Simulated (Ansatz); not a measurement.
Ansatz (a quantum-chemistry and plane-wave program) input for Si(F)2(Me)(SeH) (CH4F2SeSi), SMILES F[Si]([SeH])(C)F, PBE-D3(BJ)/def2-SVP. 

Ansatz 0.2 input:
```yaml
crystal:
  periodic: [false, false, false]
  atoms:
    - {symbol: C, position_ang: [-2.09665553, -0.88466509, 0.36003783]}
    - {symbol: Si, position_ang: [-0.72893261, 0.34010706, 0.17970714]}
    - {symbol: F, position_ang: [-0.64634762, 1.21735678, 1.53518503]}
    - {symbol: F, position_ang: [-1.04588971, 1.37772007, -1.01701001]}
    - {symbol: Se, position_ang: [1.29119124, -0.52930832, -0.33508391]}
    - {symbol: H, position_ang: [-1.88005590, -1.59128536, 1.17535283]}
    - {symbol: H, position_ang: [-3.03976334, -0.36687952, 0.59428291]}
    - {symbol: H, position_ang: [-2.22594602, -1.45713714, -0.56984908]}
    - {symbol: H, position_ang: [1.26038903, -1.39741469, 0.85336398]}
basis:
  gaussian:
    orbitals: def2-SVP
hamiltonian:
  xc: pbe
  dispersion: d3bj
relax: {f_tol: 0.002, max_steps: 200}
```

It prints:

```
WARN ansatz: RAYON_NUM_THREADS=1 ignored (pool sized by the plan → 1); use --threads N
Functional definition: PBE
integrals: 0.06 GiB planned
1228 factors; their error is unknown
mean field: 0.31 GiB planned
mean field evaluation 1: about -79723.2805 eV, gradient 6.4e1 eV
mean field evaluation 2: about -79710.3467 eV, gradient 1.0e2 eV
mean field evaluation 4: about -79731.6350 eV, gradient 6.4e0 eV
mean field evaluation 8: about -79731.5663 eV, gradient 1.6e-1 eV
mean field evaluation 16: about -79731.5664 eV, gradient 3.6e-5 eV
mean field -79731.56636788 eV, -2930.0810200228 hartree, gradient 3.6e-5 eV, S^2 0.000000; 0 other end points of the search recorded, 0 dependent functions left out
the calculation of the forces begins
reference -79731.56639915 eV, -2930.0810211721 hartree; 38, 38 occupied and 74, 74 virtual orbitals, 1228 factors
relax step   1: F+E_penalty+E_count = -79731.76877507 eV  Δ(F+E_penalty+E_count) = +0.000e0 eV  max|allowed force component| = 4.937e-1 eV/Å  Δτ_max = 0.0000 Å  (27 SCF iters, accepted)
these checks for a lower state are left out or cut short: starts, cluster_reference, orbital_swaps, neighbouring_geometries, increment
integrals: 0.06 GiB planned
1228 factors; their error is unknown
mean field: 0.31 GiB planned
mean field -79731.58290346 eV, -2930.0816276941 hartree, gradient 1.7e-5 eV, S^2 0.000000; 0 other end points of the search recorded, 0 dependent functions left out
the calculation of the forces begins
reference -79731.58293474 eV, -2930.0816288436 hartree; 38, 38 occupied and 74, 74 virtual orbitals, 1228 factors
relax step   2: F+E_penalty+E_count = -79731.78429618 eV  Δ(F+E_penalty+E_count) = -1.552e-2 eV  max|allowed force component| = 2.659e-1 eV/Å  Δτ_max = 0.0185 Å  (29 SCF iters, accepted)
these checks for a lower state are left out or cut short: starts, cluster_reference, orbital_swaps, neighbouring_geometries, increment
integrals: 0.06 GiB planned
1228 factors; their error is unknown
mean field: 0.31 GiB planned
mean field -79731.58657957 eV, -2930.0817627887 hartree, gradient 1.8e-5 eV, S^2 0.000000; 0 other end points of the search recorded, 0 dependent functions left out
the calculation of the forces begins
reference -79731.58661085 eV, -2930.0817639382 hartree; 38, 38 occupied and 74, 74 virtual orbitals, 1228 factors
relax step   3: F+E_penalty+E_count = -79731.78753233 eV  Δ(F+E_penalty+E_count) = -3.236e-3 eV  max|allowed force component| = 5.984e-2 eV/Å  Δτ_max = 0.0175 Å  (30 SCF iters, accepted)
these checks for a lower state are left out or cut short: starts, cluster_reference, orbital_swaps, neighbouring_geometries, increment
integrals: 0.06 GiB planned
1228 factors; their error is unknown
mean field: 0.31 GiB planned
mean field evaluation 32: about -79731.7354 eV, gradient 9.0e-1 eV
mean field -79731.58613031 eV, -2930.0817462788 hartree, gradient 1.8e-5 eV, S^2 0.000000; 0 other end points of the search recorded, 0 dependent functions left out
the calculation of the forces begins
reference -79731.58616158 eV, -2930.0817474281 hartree; 38, 38 occupied and 74, 74 virtual orbitals, 1228 factors
relax step   4: F+E_penalty+E_count = -79731.78729658 eV  Δ(F+E_penalty+E_count) = +2.357e-4 eV  max|allowed force component| = 4.572e-2 eV/Å  Δτ_max = 0.0296 Å  (29 SCF iters, rejected (line search))
these checks for a lower state are left out or cut short: starts, cluster_reference, orbital_swaps, neighbouring_geometries, increment
integrals: 0.06 GiB planned
1228 factors; their error is unknown
mean field: 0.31 GiB planned
mean field -79731.58692621 eV, -2930.0817755276 hartree, gradient 1.7e-5 eV, S^2 0.000000; 0 other end points of the search recorded, 0 dependent functions left out
the calculation of the forces begins
reference -79731.58695748 eV, -2930.0817766766 hartree; 38, 38 occupied and 74, 74 virtual orbitals, 1228 factors
relax step   5: F+E_penalty+E_count = -79731.78792821 eV  Δ(F+E_penalty+E_count) = -3.959e-4 eV  max|allowed force component| = 8.521e-3 eV/Å  Δτ_max = 0.0148 Å  (29 SCF iters, accepted)
these checks for a lower state are left out or cut short: starts, cluster_reference, orbital_swaps, neighbouring_geometries, increment
integrals: 0.06 GiB planned
1228 factors; their error is unknown
mean field: 0.31 GiB planned
mean field -79731.58691508 eV, -2930.0817751184 hartree, gradient 1.8e-5 eV, S^2 0.000000; 0 other end points of the search recorded, 0 dependent functions left out
the calculation of the forces begins
reference -79731.58694635 eV, -2930.0817762675 hartree; 38, 38 occupied and 74, 74 virtual orbitals, 1228 factors
relax step   6: F+E_penalty+E_count = -79731.78795061 eV  Δ(F+E_penalty+E_count) = -2.240e-5 eV  max|allowed force component| = 6.174e-3 eV/Å  Δτ_max = 0.0097 Å  (29 SCF iters, accepted)
these checks for a lower state are left out or cut short: starts, cluster_reference, orbital_swaps, neighbouring_geometries, increment
integrals: 0.06 GiB planned
1228 factors; their error is unknown
mean field: 0.31 GiB planned
mean field -79731.58695360 eV, -2930.0817765340 hartree, gradient 1.3e-5 eV, S^2 0.000000; 0 other end points of the search recorded, 0 dependent functions left out
the calculation of the forces begins
reference -79731.58698486 eV, -2930.0817776830 hartree; 38, 38 occupied and 74, 74 virtual orbitals, 1228 factors
relax step   7: F+E_penalty+E_count = -79731.78797015 eV  Δ(F+E_penalty+E_count) = -1.954e-5 eV  max|allowed force component| = 1.664e-3 eV/Å  Δτ_max = 0.0069 Å  (23 SCF iters, accepted)
these checks for a lower state are left out or cut short: starts, cluster_reference, orbital_swaps, neighbouring_geometries, increment
integrals: 0.06 GiB planned
1228 factors; their error is unknown
mean field: 0.31 GiB planned
mean field evaluation 64: about -79731.5870 eV, gradient 1.2e-5 eV
mean field -79731.58695154 eV, -2930.0817764583 hartree, gradient 1.2e-5 eV, S^2 0.000000; 0 other end points of the search recorded, 0 dependent functions left out
the calculation of the forces begins
reference -79731.58698280 eV, -2930.0817776072 hartree; 38, 38 occupied and 74, 74 virtual orbitals, 1228 factors
relax step   8: F+E_penalty+E_count = -79731.78797454 eV  Δ(F+E_penalty+E_count) = -4.393e-6 eV  max|allowed force component| = 2.521e-3 eV/Å  Δτ_max = 0.0040 Å  (22 SCF iters, accepted)
these checks for a lower state are left out or cut short: starts, cluster_reference, orbital_swaps, neighbouring_geometries, increment
integrals: 0.06 GiB planned
1228 factors; their error is unknown
mean field: 0.31 GiB planned
mean field -79731.58181138 eV, -2930.0815875609 hartree, gradient 1.7e-5 eV, S^2 0.000000; 0 other end points of the search recorded, 0 dependent functions left out
the calculation of the forces begins
reference -79731.58184265 eV, -2930.0815887101 hartree; 38, 38 occupied and 74, 74 virtual orbitals, 1228 factors
relax step   9: F+E_penalty+E_count = -79731.78291218 eV  Δ(F+E_penalty+E_count) = +5.062e-3 eV  max|allowed force component| = 2.511e-1 eV/Å  Δτ_max = 0.0184 Å  (29 SCF iters, rejected (line search))
these checks for a lower state are left out or cut short: starts, cluster_reference, orbital_swaps, neighbouring_geometries, increment
integrals: 0.06 GiB planned
1228 factors; their error is unknown
mean field: 0.31 GiB planned
mean field -79731.58693994 eV, -2930.0817760321 hartree, gradient 7.2e-6 eV, S^2 0.000000; 0 other end points of the search recorded, 0 dependent functions left out
the calculation of the forces begins
reference -79731.58697120 eV, -2930.0817771810 hartree; 38, 38 occupied and 74, 74 virtual orbitals, 1228 factors
relax step  10: F+E_penalty+E_count = -79731.78797824 eV  Δ(F+E_penalty+E_count) = -3.700e-6 eV  max|allowed force component| = 3.640e-4 eV/Å  Δτ_max = 0.0029 Å  (22 SCF iters, accepted)
these checks for a lower state are left out or cut short: starts, cluster_reference, orbital_swaps, neighbouring_geometries, increment
integrals: 0.06 GiB planned
1228 factors; their error is unknown
mean field: 0.31 GiB planned
mean field -79731.58692984 eV, -2930.0817756610 hartree, gradient 1.4e-5 eV, S^2 0.000000; 0 other end points of the search recorded, 0 dependent functions left out
the calculation of the forces begins
reference -79731.58696110 eV, -2930.0817768098 hartree; 38, 38 occupied and 74, 74 virtual orbitals, 1228 factors
relax step  11: F+E_penalty+E_count = -79731.78797974 eV  Δ(F+E_penalty+E_count) = -1.500e-6 eV  max|allowed force component| = 6.794e-4 eV/Å  Δτ_max = 0.0043 Å  (22 SCF iters, accepted)
integrals: 0.06 GiB planned
1228 factors; their error is unknown
mean field: 0.31 GiB planned
mean field evaluation 96: about -79731.5869 eV, gradient 7.1e-3 eV
mean field -79731.58692984 eV, -2930.0817756610 hartree, gradient 1.4e-5 eV, S^2 0.000000; 1 other end points of the search recorded, 0 dependent functions left out
the calculation of the forces begins
reference -79731.58696110 eV, -2930.0817768098 hartree; 38, 38 occupied and 74, 74 virtual orbitals, 1228 factors
Total energy: -79731.78801100 eV, -2930.0891652574 hartree
Atom 0 at    -2.099703    -0.888701     0.361604 Å, force    -0.000096     0.000419    -0.000679 eV/Å
Atom 1 at    -0.725577     0.348664     0.179375 Å, force     0.000265    -0.000330    -0.000203 eV/Å
Atom 2 at    -0.648653     1.237613     1.547131 Å, force    -0.000303     0.000185     0.000289 eV/Å
Atom 3 at    -1.047380     1.391760    -1.032983 Å, force     0.000031     0.000460    -0.000050 eV/Å
Atom 4 at     1.311572    -0.529758    -0.338850 Å, force    -0.000282    -0.000495     0.000637 eV/Å
Atom 5 at    -1.876637    -1.602044     1.180035 Å, force     0.000428     0.000068     0.000260 eV/Å
Atom 6 at    -3.050870    -0.371299     0.601518 Å, force     0.000052    -0.000182    -0.000036 eV/Å
Atom 7 at    -2.229687    -1.463384    -0.576127 Å, force    -0.000369    -0.000307     0.000297 eV/Å
Atom 8 at     1.254923    -1.414358     0.854284 Å, force     0.000275     0.000179    -0.000514 eV/Å
Dipole moment:    -0.197385    -0.472365     0.117055 e Å
```

Self-consistency was reached.

Cost: around 50 core-seconds (rough).
